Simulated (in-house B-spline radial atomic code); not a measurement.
Configurations of Ar VI (Ar5+), with energies counted from [Ne] 3s2 3p1. Level of theory: non-relativistic HSE06, spin-polarised, spherical fractional occupations, exact exchange averaged over the configuration, point nucleus; calculated with a B-spline radial code for spherical atoms. Shells without spins written out take the highest spin.

Occupations are held fixed; configurations that lie above the ionisation limit could autoionise.

```
           configuration  E - E(ref) (eV)  highest orbital  its <r> (bohr)
            [Ne] 3s2 4s1           42.133            4s up           2.559
        [Ne] 3s1 3p1 4s1           55.309            4s up           2.542
            [Ne] 3s2 4d1           55.467            4d up               3
            [Ne] 3s2 4f1           59.184            4f up           2.821
[He] 2s2 2p5 3s2 3p1 4f1           312.39            4f up           2.743
```

Order these further configurations by energy, lowest first.
A. [Ne] 3s2 3d1
B. [Ne] 3s1 3p1 3d1
C. [He] 2s2 2p5 3s2 3p1 4d1
D. [He] 2s2 2p5 3s2 3p1 4s1
E. [He] 2s2 2p5 3s2 3p2

A (24.144 eV), B (35.863 eV), E (246.72 eV), D (294.2 eV), C (307.73 eV).
